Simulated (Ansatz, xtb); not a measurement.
## Relative energy of two isomers of C3H5F3Ge

We compare I, `FC(F)(F)/C=[CH]/[GeH3]`, a singlet, with II, `FC(F)(F)/C=[CH]\[GeH3]`, a singlet. Both are isolated molecules in the gas phase, relaxed with PBE-D3(BJ)/def2-SVP.

I (Å):

```xyz
12

C     0.6837   -1.7586    1.8010
C     0.5510   -0.8891    0.5803
C    -0.6062   -0.6971   -0.0770
F    -0.4853   -2.3268    2.1706
F     1.1432   -1.0391    2.8555
F     1.5763   -2.7573    1.5846
Ge   -0.7697    0.4326   -1.6619
H     1.4996   -0.4182    0.2695
H    -1.5078   -1.2086    0.3044
H    -1.7906    1.5674   -1.3913
H    -1.2746   -0.4149   -2.8578
H     0.6229    1.0310   -1.9811
```

II (Å):

```xyz
12

C    -1.3925   -2.0820   -2.0221
C    -1.6926   -2.3094   -0.5683
C    -1.1513   -1.6463    0.4700
F    -0.4819   -1.0973   -2.2308
F    -0.9076   -3.2100   -2.5961
F    -2.5171   -1.7436   -2.6986
Ge    0.1781   -0.1940    0.4585
H    -2.4358   -3.1112   -0.4138
H    -1.4947   -1.9547    1.4733
H     0.4229    0.1733    1.9457
H    -0.3599    1.0483   -0.2904
H     1.5089   -0.6628   -0.1762
```

Problem. Estimate E(II) − E(I) at the level CCSD(T)/def2-SVP + ΔMP2/def2-TZVPP.

Solution. Calculated at CCSD(T)/def2-SVP + ΔMP2/def2-TZVPP: E(II) − E(I) = +1.50 kcal/mol, so structure I lies lower.

Level by level:

```tsv
level	geometry	E(II) − E(I) (kcal/mol)	departure from the last row (kcal/mol)	job, with rough time for the two
PBE-D3(BJ)/def2-SVP	PBE-D3(BJ)/def2-SVP	+0.79	−0.71	optimisation, 2.3 min
HF/def2-SVP	PBE-D3(BJ)/def2-SVP	+2.02	+0.52	part of the CCSD(T) run
MP2/def2-SVP	PBE-D3(BJ)/def2-SVP	+1.33	−0.17	part of the CCSD(T) run
CCSD(T)/def2-SVP	PBE-D3(BJ)/def2-SVP	+1.16	−0.34	single point
CCSD(T)/def2-SVP + ΔMP2/def2-TZVPP	PBE-D3(BJ)/def2-SVP	+1.50		single point, 2.7 min
```

As drawn, both hold the same kinds of bond in the same numbers.

The levels shown agree on the order. The largest departure from CCSD(T)/def2-SVP + ΔMP2/def2-TZVPP is that of PBE-D3(BJ)/def2-SVP, 0.71 kcal/mol. A small imaginary or near-zero mode remains, so no thermal terms are given. Levels run at GFN2-xTB geometries aren't shown. The last row adds to CCSD(T) the change of the MP2 difference between the two basis sets, here +0.34 kcal/mol.

The correlated steps freeze 15 core orbitals; the filled d shell of Ge is correlated, in a basis made for valence electrons. Programs: Ansatz 0.2.0, xtb 6.7.1; the last row on 2 threads of AMD EPYC 7R43 64-Core Processor (Zen 3) on a shared host.
